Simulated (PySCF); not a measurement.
# Reading the logs of faulty runs: BCGeH5O

These are calculations, not measurements. The program is PySCF 2.14.0, an open-source quantum chemistry code, run on an isolated molecule that a program drew, which may never have been made. The molecule is BCGeH5O (charge 0, singlet), drawn as the SMILES string `C[BH][GeH]=[O]`.

Each row is a Hartree-Fock (HF) and frozen-core CCSD(T) single point in the cc-pVDZ basis, meant for a local HF minimum. Run 1 is clean. Each other run has one planted mistake out of seven kinds, and not every kind appears here: one electron removed, one electron added, multiplicity raised by two, geometry at a saddle point, minimal basis STO-3G, one bond length entered in bohr, all coordinates scaled. The reference is restricted for singlets and unrestricted otherwise, and also for a bond in bohr. Adding or removing an electron swaps singlet and doublet. Electrons count all cores. HOMO and LUMO are orbital energies over both spins, the gradient is its largest component, and the lowest frequency (negative if imaginary) is given only where the gradient is small. Bond lengths are over the 8 bonds as drawn. T1 is the CCSD diagnostic: over 0.02 (restricted) or 0.045 (unrestricted) a single reference is doubtful. Germanium has the cc-pVDZ-PP basis, with a core potential (ECP10MDF) in place of its 10 inner electrons, and its 3s, 3p and 3d shells are frozen in CCSD(T).

Geometry of the clean run:
```xyz
9
BCGeH5O, angstrom
C    -0.1598    1.5054   -2.3268
B     0.1514    1.2530   -0.8117
Ge    2.0737    1.4070   -0.0053
O     3.2451    0.2979   -0.2029
H    -1.1903    1.8158   -2.5100
H     0.5274    2.1734   -2.8479
H    -0.0436    0.5122   -2.7914
H    -0.7134    0.8850   -0.0658
H     2.3509    2.6717    0.8338
```

```
run  electrons  basis functions  <S^2>  HOMO (eV)  LUMO (eV)  gradient (hartree/bohr)  lowest frequency (cm^-1)  mean bond (Å)  longest bond (Å)      T1  HF (hartree)  CCSD(T) (hartree)                          mistake
  1         56               90  0.000     -10.34       1.09                  2.9e-05                        48         1.4138             2.090  0.0240    -433.64115         -434.20838                         no fault
  2         56               90  0.947      -8.91       0.85                  1.1e-02                         -         1.5854             2.916  0.0333    -433.55731         -434.11073  one bond length entered in bohr
  3         56               90  0.000     -10.32       0.93                  3.8e-02                         -         1.4647             2.166  0.0268    -433.63057         -434.20748                                ?
  4         55               90  0.765     -17.24      -5.05                  7.7e-02                         -         1.4138             2.090  0.0368    -433.37224         -433.87920                                ?
```

**Which mistake was planted in run 3, and what did it cost?**

The mean and the longest bond both change by the same factor, 1.036, and the gradient is no longer small. So the mistake is: all coordinates scaled. Subtracting run 1 and multiplying by 627.51 kcal/mol a hartree, the energy moved by 6.6 kcal/mol in HF and 0.6 kcal/mol in CCSD(T).

**Which mistake was planted in run 4, and what did it cost?**

It counts 55 electrons, one fewer than the clean run, at the same geometry and basis. So the mistake is: one electron removed. Subtracting run 1 and multiplying by 627.51 kcal/mol a hartree, the energy moved by 168.7 kcal/mol in HF and 206.6 kcal/mol in CCSD(T).

Cautions from the logs. Run 1: T1 is over the limit, so its CCSD(T) energy is less reliable; run 3: T1 is over the limit, so its CCSD(T) energy is less reliable.
